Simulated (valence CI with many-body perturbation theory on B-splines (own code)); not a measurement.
Ta58+: electric-dipole lines

Computed by configuration interaction combined with many-body perturbation theory (CI+MBPT): five valence electrons over a frozen Dirac-Fock core [Ne], radial functions for each j: 9 s, 9 p, 8 d, 6 f, 3 g, 1 h, with the one-electron correlation potential Σ1, the two-electron term Σ2, the three-electron term Σ3, Breit, model QED; selected CI, second order for the rest (own B-spline code, finite nucleus).

No measured spectrum was set against this ion. As an estimate, large intervals hold to a few tenths of a per cent, small ones and those within an open d or f shell to about a per cent. Among the levels kept, up to 550 cm⁻¹ of a level comes from second order outside the variational space, and about a tenth of that is noise between levels of different J, which matters for small intervals.

Lines 1 to 50 of 219 in falling wavelength, among levels below 65.551 Ry, chosen from the strongest by gf and those to the six lowest levels. Wavelengths and rates use the calculated energies. Electric multipoles are in the length gauge, E1 and E2 with the static RPA response of the core. Weak lines are less certain than strong ones. Lines between different terms over intervals too small for the method are left out, as are lines whose strength nearly cancels. The highest levels of a list are the least certain.

Levels are named by their leading jj configuration (3d3/2^4 stands for four electrons in 3d with j = 3/2), which in mixed levels can hold well under half, so a name can repeat and another be missing. Letters in brackets count levels of one name in rising energy.

```csv
λ vac (nm),Upper,Lower,A (s⁻¹),S (a.u.)
277.4,(3s^2 3p1/2 3p3/2^2) J=3/2,(3s^2 3p1/2^2 3d5/2) J=5/2,7.72e+02,3.25e-05
77.00,(3s^2 3p1/2 3p3/2^2) J=5/2,(3s^2 3p1/2^2 3d5/2) J=5/2,5.60e+04,7.57e-05
13.26,(3s^2 3p1/2 3p3/2^2) J=3/2,(3s^2 3p1/2^2 3d3/2) J=3/2,5.90e+04,2.72e-07
11.79,(3s^2 3p1/2 3p3/2^2) J=5/2,(3s^2 3p1/2^2 3d3/2) J=3/2,3.72e+07,1.81e-04
10.59,(3s 3p1/2^2 3p3/2 3d3/2) J=5/2 [a],(3s^2 3p1/2 3p3/2 3d3/2) J=3/2 [b],1.87e+09,6.58e-03
10.31,(3s^2 3p1/2 3p3/2^2) J=1/2,(3s^2 3p1/2^2 3d3/2) J=3/2,2.87e+05,3.11e-07
8.992,(3s 3p1/2^2 3p3/2 3d3/2) J=7/2,(3s^2 3p1/2 3p3/2 3d3/2) J=5/2 [b],7.42e+09,2.13e-02
8.520,(3s 3p1/2^2 3p3/2 3d3/2) J=3/2 [b],(3s^2 3p1/2 3p3/2 3d3/2) J=3/2 [b],5.20e+09,6.35e-03
8.487,(3s 3p1/2^2 3p3/2 3d3/2) J=3/2 [b],(3s^2 3p1/2 3p3/2 3d3/2) J=1/2 [b],2.66e+09,3.21e-03
7.949,(3s 3p1/2^2 3p3/2 3d3/2) J=3/2 [b],(3s^2 3p1/2 3p3/2 3d3/2) J=5/2 [b],1.37e+09,1.36e-03
7.929,(3s 3p1/2^2 3p3/2 3d5/2) J=7/2 [a],(3s^2 3p1/2 3p3/2 3d5/2) J=7/2 [b],6.68e+09,1.31e-02
7.920,(3s 3p1/2^2 3p3/2 3d5/2) J=9/2,(3s^2 3p1/2 3p3/2 3d5/2) J=9/2,1.04e+10,2.56e-02
7.914,(3s 3p1/2^2 3p3/2 3d3/2) J=5/2 [a],(3s^2 3p1/2 3p3/2 3d3/2) J=7/2,2.47e+09,3.63e-03
7.911,(3s 3p1/2^2 3p3/2 3d3/2) J=5/2 [b],(3s^2 3p1/2 3p3/2 3d3/2) J=3/2 [b],1.23e+09,1.81e-03
7.876,(3s 3p1/2^2 3p3/2 3d5/2) J=7/2 [a],(3s^2 3p1/2 3p3/2 3d5/2) J=5/2 [b],9.86e+09,1.90e-02
7.796,(3s 3p1/2^2 3p3/2^2) J=5/2,(3s^2 3p1/2 3p3/2^2) J=5/2,9.44e+09,1.33e-02
7.701,(3s 3p1/2^2 3p3/2 3d3/2) J=1/2 [b],(3s^2 3p1/2 3p3/2 3d3/2) J=3/2 [b],3.67e+09,1.65e-03
7.674,(3s 3p1/2^2 3p3/2 3d3/2) J=1/2 [b],(3s^2 3p1/2 3p3/2 3d3/2) J=1/2 [b],1.13e+10,5.02e-03
7.496,(3s 3p1/2^2 3p3/2 3d3/2) J=5/2 [a],(3s^2 3p1/2 3p3/2 3d3/2) J=3/2 [a],2.66e+09,3.32e-03
7.423,(3s 3p1/2^2 3p3/2 3d3/2) J=7/2,(3s^2 3p1/2 3p3/2 3d3/2) J=7/2,1.39e+10,2.25e-02
7.417,(3s 3p1/2^2 3p3/2 3d3/2) J=5/2 [b],(3s^2 3p1/2 3p3/2 3d3/2) J=5/2 [b],6.22e+09,7.52e-03
7.401,(3s 3p1/2^2 3p3/2 3d3/2) J=3/2 [a],(3s^2 3p1/2 3p3/2 3d3/2) J=3/2 [a],9.08e+09,7.27e-03
7.393,(3s 3p1/2^2 3p3/2 3d3/2) J=3/2 [a],(3s^2 3p1/2 3p3/2 3d3/2) J=1/2 [a],2.88e+09,2.30e-03
7.346,(3s 3p1/2^2 3p3/2 3d3/2) J=5/2 [a],(3s^2 3p1/2 3p3/2 3d3/2) J=5/2 [a],1.40e+10,1.64e-02
7.324,(3s 3p1/2^2 3p3/2 3d5/2) J=9/2,(3s^2 3p1/2 3p3/2 3d5/2) J=7/2 [a],2.53e+10,4.92e-02
7.314,(3s 3p1/2^2 3p3/2 3d5/2) J=1/2,(3s^2 3p1/2 3p3/2 3d5/2) J=1/2,2.93e+09,1.13e-03
7.308,(3s 3p1/2^2 3p3/2 3d3/2) J=1/2 [a],(3s^2 3p1/2 3p3/2 3d3/2) J=3/2 [a],9.64e+09,3.71e-03
7.300,(3s 3p1/2^2 3p3/2 3d3/2) J=1/2 [a],(3s^2 3p1/2 3p3/2 3d3/2) J=1/2 [a],1.63e+10,6.26e-03
7.289,(3s 3p1/2^2 3p3/2 3d5/2) J=5/2 [a],(3s^2 3p1/2 3p3/2 3d5/2) J=5/2 [a],1.58e+10,1.81e-02
7.265,(3s 3p1/2^2 3p3/2^2) J=5/2,(3s^2 3p1/2 3p3/2^2) J=3/2,1.50e+10,1.70e-02
7.254,(3s 3p1/2 3p3/2^3) J=5/2,(3s^2 3p3/2^3) J=3/2,1.59e+10,1.80e-02
7.254,(3s 3p1/2^2 3p3/2 3d3/2) J=3/2 [a],(3s^2 3p1/2 3p3/2 3d3/2) J=5/2 [a],1.20e+10,9.07e-03
7.157,(3s 3p1/2^2 3p3/2 3d5/2) J=7/2 [b],(3s^2 3p1/2 3p3/2 3d5/2) J=7/2 [b],4.77e+09,6.90e-03
7.153,(3s 3p1/2^2 3p3/2^2) J=3/2,(3s^2 3p1/2 3p3/2^2) J=1/2,1.18e+05,8.54e-08
7.153,(3s 3p1/2^2 3p3/2 3d5/2) J=1/2,(3s^2 3p1/2 3p3/2 3d5/2) J=3/2 [b],2.86e+10,1.03e-02
7.142,(3s 3p1/2^2 3p3/2 3d5/2) J=5/2 [a],(3s^2 3p1/2 3p3/2 3d5/2) J=3/2 [a],2.24e+10,2.42e-02
7.114,(3s 3p1/2^2 3p3/2 3d5/2) J=7/2 [b],(3s^2 3p1/2 3p3/2 3d5/2) J=5/2 [b],9.54e+09,1.36e-02
7.082,(3s 3p1/2^2 3p3/2^2) J=1/2,(3s^2 3p1/2 3p3/2^2) J=1/2,3.27e+10,1.15e-02
7.017,(3s 3p1/2^2 3p3/2 3d5/2) J=3/2 [b],(3s^2 3p1/2 3p3/2 3d5/2) J=1/2,2.08e+10,1.42e-02
6.921,(3s 3p1/2^2 3p3/2 3d3/2) J=7/2,(3s^2 3p1/2 3p3/2 3d3/2) J=5/2 [a],3.52e+09,4.61e-03
6.914,(3s 3p1/2^2 3p3/2 3d5/2) J=3/2 [a],(3s^2 3p1/2 3p3/2 3d5/2) J=5/2 [a],2.43e+10,1.58e-02
6.869,(3s 3p1/2^2 3p3/2 3d5/2) J=3/2 [b],(3s^2 3p1/2 3p3/2 3d5/2) J=3/2 [b],2.61e+10,1.67e-02
6.868,(3s 3p1/2^2 3p3/2 3d5/2) J=7/2 [a],(3s^2 3p1/2 3p3/2 3d5/2) J=9/2,8.02e+09,1.03e-02
6.781,(3s 3p1/2^2 3p3/2 3d5/2) J=3/2 [a],(3s^2 3p1/2 3p3/2 3d5/2) J=3/2 [a],7.88e+09,4.85e-03
6.632,(3s 3p1/2^2 3p3/2 3d5/2) J=5/2 [b],(3s^2 3p1/2 3p3/2 3d5/2) J=7/2 [b],3.61e+10,3.11e-02
6.607,(3s^2 3p1/2 3d3/2^2) J=5/2,(3s^2 3p1/2 3p3/2 3d3/2) J=3/2 [b],2.86e+09,2.45e-03
6.594,(3s 3p1/2^2 3p3/2 3d5/2) J=5/2 [b],(3s^2 3p1/2 3p3/2 3d5/2) J=5/2 [b],1.50e+10,1.27e-02
6.581,(3s 3p1/2^2 3p3/2^2) J=3/2,(3s^2 3p1/2 3p3/2^2) J=5/2,3.36e+10,1.89e-02
6.500,(3s 3p1/2 3p3/2^3) J=1/2,(3s^2 3p3/2^3) J=3/2,3.32e+10,9.00e-03
6.460,(3s 3p1/2^2 3p3/2 3d3/2) J=5/2 [a],(3s 3p1/2^2 3p3/2^2) J=3/2,8.63e+09,6.89e-03
```
